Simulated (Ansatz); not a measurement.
# Relaxing a trial structure of CHBZn

The starting geometry of this gas-phase singlet was optimised with GFN2-xTB.

```xyz
4

C    -0.2021   -0.3753    0.3177
B    -0.8893    0.7602    0.2819
Zn    0.7513   -1.9516    0.3721
H    -1.4819    1.7392    0.2516
```

Problem. Predict what becomes of its bonds when it is optimised with PBE0-D3(BJ)/def2-SVP.

Solution. A new bond forms, giving a structure given below by its coordinates. Contacts that close: B2–Zn3 (3.17 → 2.28 Å).

The energy falls by 0.69 eV over 19 steps:

```csv
step,E − E(last) (eV)
1,0.693
3,0.611
5,0.610
7,0.608
9,0.572
11,0.476
13,0.250
15,0.049
17,0.000
19,0.000
```

Final geometry (Å):

```yaml
atoms:
  - { symbol: C, position_ang: [-0.0847, -0.4165, -0.6002] }
  - { symbol: B, position_ang: [-0.7359, 0.5174, 0.2259] }
  - { symbol: Zn, position_ang: [0.3420, -1.3689, 0.9160] }
  - { symbol: H, position_ang: [-1.3434, 1.4404, 0.6816] }
```

Frequencies at the end are all real (lowest 257 cm⁻¹). Run with Ansatz 0.2.0, 32 s on 1 thread of Arm Neoverse V2, with other jobs on the host.
